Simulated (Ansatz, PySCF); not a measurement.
Gas-phase reaction in SMILES: C/C=C(/[SiH3])CC + 6 [H][H] (H2) -> 5 C (CH4) + [SiH4] (SiH4)
Geometries: B3LYP-D3(BJ)/def2-TZVP minima from Ansatz (an electronic-structure program), one conformer each, not searched for the lowest. Frequencies are from Ansatz or PySCF.
Geometry of the first species:
```
C
C 1 1.3389
H 2 1.0875 1 118.25
C 2 1.4977 3 114.30 1 179.61
H 4 1.0884 2 113.05 3 178.28
H 4 1.0938 5 108.29 2 122.92
H 4 1.0942 5 107.89 6 114.87
C 1 1.5147 2 123.35 3 178.70
H 8 1.0923 1 110.58 2 33.30
H 8 1.0942 9 105.82 5 -162.84
C 8 1.5332 9 109.46 10 -117.20
H 11 1.0913 8 110.69 9 -61.30
H 11 1.0914 12 107.59 8 121.48
H 11 1.0917 12 108.27 13 116.54
Si 1 1.8650 2 119.30 3 -0.03
H 15 1.4822 1 110.20 2 2.27
H 15 1.4857 16 109.26 3 119.73
H 15 1.4857 16 109.03 17 116.24
```
Charge 0, spin multiplicity 1.

Property: energy of full hydrogenation (0 K, with B3LYP-D3(BJ) harmonic zero-point energies), in kcal/mol. Valence correlation only, unless marked. No spin-orbit coupling. No relativistic terms. CBS(X,Y): correlation extrapolated as X^-3; Hartree-Fock from the larger set.

```tsv
level	program	energy of full hydrogenation (kcal/mol)	minus last row
HF/STO-3G	Ansatz	-127.0	-45.7
HF/aug-cc-pV(D+d)Z	Ansatz	-106.6	-25.3
HF/aug-cc-pV(T+d)Z	Ansatz	-104.9	-23.6
PBE-D4/def2-TZVPD	Ansatz + dftd4	-78.0	3.3
revPBE/def2-TZVPD	Ansatz	-85.1	-3.8
r2SCAN-D4/def2-TZVPD	Ansatz + dftd4	-82.0	-0.7
B97M-V/def2-TZVPD	Ansatz	-89.6	-8.3
PBE0/def2-TZVP	Ansatz	-90.3	-9.0
RPA@PBE/cc-pV(Q+d)Z	Ansatz	-79.3	2.0
MP2/6-31G*	Ansatz	-72.6	8.7
MP2/cc-pV(D+d)Z	Ansatz	-80.6	0.7
RI-MP2/aug-cc-pV(T+d)Z	Ansatz	-77.6	3.7
CCSD(T)/6-31G	Ansatz	-70.5	10.8
CCSD(T) with core electrons (1s frozen past Ne)/cc-pwCVTZ	Ansatz	-82.6	-1.3
CCSD(T)/CBS(cc-pV(T+d)Z,cc-pV(Q+d)Z)	Ansatz	-81.3	0.0
```
